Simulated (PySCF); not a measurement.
```xyz
6
charge 0 multiplicity 1, angstrom
Ta    0.0215   -0.0113   -0.1455
N     1.6164    0.0410    0.4273
O    -0.8183    1.6156    0.4377
O    -0.7285   -1.5661    0.7375
H    -0.3525    2.2471    0.9894
H    -1.6837   -1.6666    0.7793
```

Method: PBE0/[Ta def2-TZVP with ECP60, N def2-TZVP, O def2-TZVP, H def2-TZVP], scalar-relativistic core potentials, density fitting, no spin–orbit coupling, PySCF.

This geometry of TaN(OH)2 is a stationary point at this level.

Problem. What is the point group?

Solution. C1.

Problem. Is it a minimum?

Solution. Yes: all harmonic wavenumbers are real.

Problem. List the harmonic modes with their infrared intensities.

Solution. 
```json
{"symmetry": "a", "ω (cm⁻¹)": "148", "IR (km/mol)": "10.7"}
{"symmetry": "a", "ω (cm⁻¹)": "237", "IR (km/mol)": "29.0"}
{"symmetry": "a", "ω (cm⁻¹)": "294", "IR (km/mol)": "7.5"}
{"symmetry": "a", "ω (cm⁻¹)": "451", "IR (km/mol)": "109"}
{"symmetry": "a", "ω (cm⁻¹)": "567", "IR (km/mol)": "102"}
{"symmetry": "a", "ω (cm⁻¹)": "650", "IR (km/mol)": "13.0"}
{"symmetry": "a", "ω (cm⁻¹)": "654", "IR (km/mol)": "321"}
{"symmetry": "a", "ω (cm⁻¹)": "677", "IR (km/mol)": "138"}
{"symmetry": "a", "ω (cm⁻¹)": "709", "IR (km/mol)": "7.6"}
{"symmetry": "a", "ω (cm⁻¹)": "1072", "IR (km/mol)": "67.0"}
{"symmetry": "a", "ω (cm⁻¹)": "3871", "IR (km/mol)": "97.3"}
{"symmetry": "a", "ω (cm⁻¹)": "3907", "IR (km/mol)": "137"}
```

Problem. What are the dipole moment and the gap between the highest occupied and lowest empty levels?

Solution. 5.56 D and 3.75 eV.

Problem. What is the atomisation energy, with and without zero-point energy?

Solution. 2405 kJ/mol without, 2326 kJ/mol with.

This need not be the most stable arrangement of these atoms. Spin–orbit coupling, left out here, can matter for elements this heavy.
